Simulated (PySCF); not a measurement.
Co²⁺: ionisation energy

Co²⁺ [Ar] 3d7 (4F) → Co³⁺ [Ar] 3d6 (5D), as a difference of total energies. All numbers are calculated (PySCF 2.14, the spin-free X2C one-electron Hamiltonian (Gaussian nucleus), in Sapporo-DKH3-DZP-2012 (6s4p3d1f, 40 functions)). Correlated levels: valence: [Ar] frozen. The calculations carry no spin-orbit coupling.

```tsv
method	ionisation energy (eV)
UHF	31.198
BP86	34.317
PBE0	33.728
MP2 (valence)	32.819
SCS-MP2 (valence)	32.811
```

Q: How much does correlation contribute at MP2 (valence)?

A: 32.819 − (31.198) = 1.621 eV, measured against UHF.

The reference lies between the lowest fine-structure levels, while these numbers refer to the centres of the terms.

Errors of the correlated levels include the incompleteness of this basis and the frozen core.

For comparison: 33.5 ± 0.06 eV (semi-empirical (NIST evaluation); NIST Atomic Spectra Database, ionization energies).
